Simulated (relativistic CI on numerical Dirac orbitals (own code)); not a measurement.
## Co2+ in a cubic cluster: 3s photoemission with charge transfer

Computed with a charge-transfer multiplet model of a cubic metal-ligand cluster with up to 2 ligand holes, Slater and spin-orbit integrals from Dirac-Coulomb-Breit ions, Slater integrals scaled by 0.8. The ground state mixes d7 with configurations of k ligand holes L, whose averages lie at kΔ + k(k − 1)U_dd/2; a core hole lowers each added d electron by U_cd. 300 K, Lorentzian 1.4 eV and Gaussian 0.8 eV FWHM.

Atomic integrals in eV (Slater integrals scaled, ζ unscaled), ground: F2dd 9.233, F4dd 5.731, zeta_d 0.063; with the core hole: F2dd 10.161, F4dd 6.350, zeta_d 0.073, G2cd 10.308.

Cluster parameters (eV): Δ = 3.9, U_dd = 6.1, 10Dq = 0.35, 10Dq(ligand) = 1.6, V(eg) = 1.3, V(t2g) = -0.62, final-state hopping factor = 1.

Weights, n_d and S are thermal averages at 300 K. Binding energies count from the first peak over 30 % of the highest in each spectrum, which can be another peak from case to case. The parameters are a model scan and need not match a compound or its usual spin state. Peaks in eV (height, largest 100): 0.0 (78), 6.4 (100), 10.0 (26), 14.3 (83).

(1) Which parameters give this spectrum?
A. U_cd = 8.9 eV
B. U_cd = 5.9 eV
C. U_cd = 7.7 eV
D. U_cd = 7.1 eV
E. U_cd = 9.5 eV

Results:

(1) E. U_cd = 9.5 eV; the ground state then has 7.12 d electrons and S = 1.50. The choice follows from running the model for each set and comparing peak positions and heights. Without intra-shell correlation the exchange splitting of the 3s hole comes out too large.
